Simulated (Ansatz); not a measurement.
`[F][Sn]([O][SiH3])([O][SiH3])[O][SiH3]`, relaxed with RKS PBE0-D4/def2-TZVP in Ansatz 0.2.0 from a PBE-D4/def2-SVP geometry. The force threshold is 0.005 eV/Å; the program also tests the step.

The species carries charge 0 and has multiplicity 1. Sn: def2 effective core potential.

Start:

```xyz
17

F     2.048    1.851    0.883
Sn    0.541    0.666    0.570
O    -1.139    1.690    0.649
Si   -1.811    2.781   -0.457
O     0.853   -0.134   -1.213
Si   -0.095   -1.216   -2.100
O     0.461   -0.694    1.992
Si    1.384   -2.092    2.223
H    -1.079    4.096   -0.429
H    -3.239    2.980   -0.041
H    -1.760    2.229   -1.858
H    -1.436   -0.614   -2.432
H    -0.321   -2.492   -1.332
H     0.657   -1.509   -3.364
H     2.779   -1.751    2.677
H     0.682   -2.894    3.282
H     1.475   -2.897    0.951
```

**Question.** How much energy does the relaxation release, and in how many steps? (Estimate.)

**Answer.** Ansatz gave: 6.43 kcal/mol, in 96 steps, 10 of them rejected.

**Question.** Which bonds change most? (Estimate.)

**Answer.** Ansatz gave: Sn2–O5 from 1.979 to 1.917 Å; Sn2–O7 from 1.969 to 1.909 Å; Sn2–O3 from 1.970 to 1.913 Å; F1–Sn2 from 1.942 to 1.898 Å.

**Question.** Give the relaxed structure. (Estimate.)

**Answer.** Ansatz gave: 
```xyz
17

F     1.730    1.693   -0.046
Sn    0.444    0.356    0.356
O    -1.272    1.204    0.365
Si   -1.892    2.632   -0.174
O     0.547   -1.027   -0.968
Si    0.044   -1.197   -2.526
O     0.837   -0.398    2.064
Si    1.411   -1.847    2.600
H    -1.438    3.755    0.685
H    -3.370    2.516   -0.113
H    -1.465    2.888   -1.575
H    -0.576    0.069   -3.008
H    -0.958   -2.290   -2.599
H     1.212   -1.530   -3.378
H     2.704   -2.172    1.943
H     1.605   -1.724    4.065
H     0.437   -2.930    2.309
```
